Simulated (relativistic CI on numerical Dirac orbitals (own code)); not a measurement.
**Hyperfine structure of Ba²⁰⁺, mass number 137**

Computed by Dirac-Coulomb-Breit CI, KLI orbitals optimised for each configuration, model QED, unscaled Slater integrals (own radial code, finite nucleus).

Configurations in the expansion (outside the closed core [Ar] 3d10): 4s²4p⁶, 4s²4p⁵4d, 4s4p⁶4d, 4s²4p⁵4f, 4s4p⁶4f, 4s²4p⁵5s, 4s²4p⁵5p, 4p⁶4d², 4p⁵4d³, 4p⁵4d²4f, 4p⁵4d²5s, 4p⁵4d²5p, 4p⁶4f², 4p⁵4d4f², 4p⁵4f³, 4p⁵4f²5s, 4p⁵4f²5p. Double excitations out of closed p, d and f shells are left out; levels of such configurations are missing from the list, as are those of other unlisted configurations, and high levels can miss mixing partners.

Nuclear spin I = 3/2, μ = 0.9375 μN, Q = 0.236 b (tables of Stone and Pyykkö). The electronic factors are computed for point nuclear moments, without core polarisation or the Bohr-Weisskopf and QED corrections.

```json
{"Level": "4s²4p⁵4d ³P°1", "E (eV)": "88.117", "A (MHz)": "4083", "B (MHz)": "1390"}
{"Level": "4s²4p⁵4d ³F°3", "E (eV)": "90.880", "A (MHz)": "7390", "B (MHz)": "-6420"}
{"Level": "4s²4p⁵4d ³F°4", "E (eV)": "92.327", "A (MHz)": "4993", "B (MHz)": "-5920"}
{"Level": "4s²4p⁵4d ³D°3", "E (eV)": "97.768", "A (MHz)": "4333", "B (MHz)": "2670"}
{"Level": "4s²4p⁵4d ³D°1", "E (eV)": "103.763", "A (MHz)": "-3046", "B (MHz)": "1440"}
{"Level": "4s²4p⁵4d ³F°2", "E (eV)": "109.170", "A (MHz)": "19640", "B (MHz)": "2960"}
{"Level": "4s²4p⁵4d ¹P°1", "E (eV)": "129.579", "A (MHz)": "-9351", "B (MHz)": "-84.2"}
{"Level": "4s4p⁶4d ³D1", "E (eV)": "170.903", "A (MHz)": "-47500", "B (MHz)": "446"}
```

Levels with J = 0, under 50 % of one LS term, or S terms without an open s electron are left out. Small factors come from cancelling terms and can be off by tens of per cent or more.

At this charge energies of transitions that change n are usually good to better than 1 %, and those within a shell (Δn = 0) to a few per cent.

Task: Give the hyperfine levels of 4s²4p⁵4d ³F°3 relative to its centre of gravity.

Result: With K = F(F + 1) − I(I + 1) − J(J + 1), E = AK/2 + B[¾K(K + 1) − I(I + 1)J(J + 1)]/[2I(2I − 1)J(2J − 1)]: F = 3/2: -48190, F = 5/2: -24900, F = 7/2: 3211, F = 9/2: 31650 MHz.

LS names give the leading component of a level, which can be under half, so a name can repeat, a term be missing and a line seem to break the LS rules.
